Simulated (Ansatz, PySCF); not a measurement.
Molecule: C2H5Cl2Si, charge -1, multiplicity 1. It need not be the lowest isomer of its formula. Whether it binds its extra electron was not tested at this geometry. 
Structure (B3LYP-D3(BJ)/def2-TZVP (Ansatz, a quantum-chemistry and plane-wave program) minimum search):
```xyz
10

Si    -0.1811    -0.4625    -0.1305
Cl    -0.0116     1.2684    -1.3736
Cl     0.1315     0.5468     1.8355
C     -1.5918    -1.3965    -0.4965
C      1.4758    -1.3475    -0.2523
H     -2.5542    -0.9192    -0.6531
H     -1.6557    -2.3936    -0.0633
H      1.6510    -1.6727    -1.2791
H      1.4583    -2.2302     0.3930
H      2.2947    -0.7035     0.0697
```
Charge -1, spin multiplicity 1.

Total electronic energies in hartree. Cores are frozen in the correlated levels unless marked. No spin-orbit coupling. Non-relativistic. Basis-set limits of correlation are two-point, X^-3; Hartree-Fock from the larger set. [CCSD(T)-MP2]/basis is that difference in the basis named.

```tsv
level	program	energy (Eh)
HF/STO-3G	Ansatz	-1272.45422
HF/cc-pV(D+d)Z	Ansatz	-1286.69696
HF/aug-cc-pV(T+d)Z	Ansatz	-1286.77702
revPBE/def2-TZVPD	Ansatz	-1289.06265
TPSSh-D3(BJ)/def2-TZVPD	PySCF + dftd3	-1289.38493
r2SCANh-D4/def2-TZVPD	Ansatz + dftd4	-1289.18149
MP2/cc-pV(T+d)Z	Ansatz	-1287.63578
CCSD/aug-cc-pV(D+d)Z	Ansatz	-1287.49427
RI-MP2/CBS(aug-cc-pV(T+d)Z,aug-cc-pV(Q+d)Z)+[CCSD(T)-MP2]/aug-cc-pV(D+d)Z	Ansatz	-1287.8693
```

Totals of different functionals don't rank their quality; only differences between species are comparable.
